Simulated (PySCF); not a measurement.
Mapped SMILES: `[CH3:1][O:2][SiH2:3][SiH3:4]` (H(Xn): hydrogen on atom n).

Geometry: GFN2-xTB; GIAO absolute shieldings from PySCF 2.14, gas phase, non-relativistic, averaged over equivalent atoms.

At OLYP/pcSseg-1 (122 basis functions, 13 s wall time on 1 thread of an Arm Neoverse V1, shared host):
| atoms | σ (ppm) |
| --- | --- |
| C1 | 126.3 |
| O2 | 334.5 |
| Si3 | 372.5 |
| Si4 | 468.2 |
| H(Si3) | 26.40 |
| H(C1) | 27.93 |
| H(Si4) | 28.45 |

Task: Predict the values at wB97X-D/pcSseg-1 on the same geometry.

Result: 
```
 atoms  σ at wB97X-D/pcSseg-1  change
    C1                  130.7    +4.4
    O2                  352.2   +17.7
   Si3                  372.3    -0.2
   Si4                  468.5    +0.3
H(Si3)                  26.67   +0.27
 H(C1)                  28.14   +0.21
H(Si4)                  28.51   +0.06
```

The largest change is at O2 (oxygen bonded to C, Si). Cost: 122 basis functions, 11 s wall time on 1 thread of an Arm Neoverse V1, shared host.
